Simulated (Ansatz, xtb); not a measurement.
## A geometry optimisation of GaH7Si2 with r2SCAN-D4/def2-SVP

The starting geometry of this gas-phase singlet has its atoms placed at random.

```yaml
atoms:
  - { symbol: Ga, position_ang: [0.4427, 0.3712, -1.3639] }
  - { symbol: Si, position_ang: [-2.5035, 0.3316, -0.2712] }
  - { symbol: Si, position_ang: [-0.2575, -0.3544, 2.3822] }
  - { symbol: H, position_ang: [-0.2689, 0.6979, 0.9543] }
  - { symbol: H, position_ang: [1.7996, 1.3583, -0.0178] }
  - { symbol: H, position_ang: [0.2767, -1.1628, -1.7689] }
  - { symbol: H, position_ang: [0.5018, -0.6223, 0.5448] }
  - { symbol: H, position_ang: [-1.1988, -0.9956, 1.8881] }
  - { symbol: H, position_ang: [-1.5187, 1.1117, 1.1872] }
  - { symbol: H, position_ang: [1.2589, -0.9081, 1.7452] }
```

Q: Guess where an optimisation with r2SCAN-D4/def2-SVP ends from this start.

A: It ends as a structure given below by its coordinates. Distances that change by over a tenth: Si3–H4 (1.77 → 1.49 Å), Si3–H8 (1.24 → 1.49 Å), Si3–H10 (1.74 → 1.49 Å). Contacts that close: Ga1–Si2 (3.14 → 2.41 Å), Ga1–H5 (2.15 → 1.58 Å), Si2–H9 (1.92 → 1.54 Å), Si3–H7 (2.01 → 1.51 Å).

The energy falls by 8.28 eV over 21 steps:

```
step  E − E(last) (eV)
   1             8.279
   3             3.531
   5             2.403
   8             0.701
  10             0.237
  12             0.057
  14             0.020
  17             0.003
  19             0.000
  21             0.000
```

Final geometry (Å):

```csv
atom,x (Å),y (Å),z (Å)
Ga,0.0263,0.3344,-1.1977
Si,-2.1752,1.2485,-0.8384
Si,0.2563,-0.5389,1.9749
H,0.1045,0.8933,2.3437
H,1.3030,1.2571,-1.1481
H,0.2184,-1.0566,-1.9126
H,0.6970,-0.6321,0.5334
H,-1.0241,-1.2812,2.1171
H,-2.2078,0.7820,0.6238
H,1.3340,-1.1791,2.7838
```

From the same start GFN2-xTB reaches the same bonding as this run.

From so rough a start the end depends on the optimiser's path, so another program may land elsewhere. No frequencies were run, so the end isn't proven a minimum. Run with Ansatz 0.2.0, 48 s on 2 threads of AMD EPYC 7R43 64-Core Processor (Zen 3) (shared host).
